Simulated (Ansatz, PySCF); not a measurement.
The PySCF input:
```python
from pyscf import gto, scf, dft

mol = gto.M(
    atom='''
N    -1.079731    0.243807    0.157699
C     0.406750    0.243899   -0.264919
O     1.094770   -0.627805    0.073073
H    -1.302253    1.084187    0.712797
H    -1.695311    0.237833   -0.669897
H    -1.269485   -0.598636    0.727304
H     0.626506    1.129011   -0.869170
''',
    basis='def2-svp',
    charge=1,
    spin=0,
    verbose=4,
)

mf = dft.RKS(mol)
mf.xc = 'pbe'
mf.grids.atom_grid = (99, 590)
mf.grids.prune = None
mf.kernel()
```

**Question.** Write the same job for Ansatz (an electronic-structure program).

**Answer.** One answer among several that fit: 
Ansatz 0.2 input:
```yaml
crystal:
  periodic: [false, false, false]
  atoms:
    - {symbol: N, position_ang: [-1.07973113, 0.24380716, 0.15769898]}
    - {symbol: C, position_ang: [0.40675026, 0.24389944, -0.26491881]}
    - {symbol: O, position_ang: [1.09476993, -0.62780535, 0.07307325]}
    - {symbol: H, position_ang: [-1.30225326, 1.08418749, 0.71279708]}
    - {symbol: H, position_ang: [-1.69531096, 0.23783329, -0.66989687]}
    - {symbol: H, position_ang: [-1.26948531, -0.59863573, 0.72730400]}
    - {symbol: H, position_ang: [0.62650641, 1.12901100, -0.86917020]}
basis:
  gaussian:
    orbitals: def2-SVP
hamiltonian:
  xc: pbe
total_charge: 1
accuracy: high
```

Both were run: PySCF gave -169.877705 Eh and Ansatz -169.877705 Eh, 0.000 mEh apart.
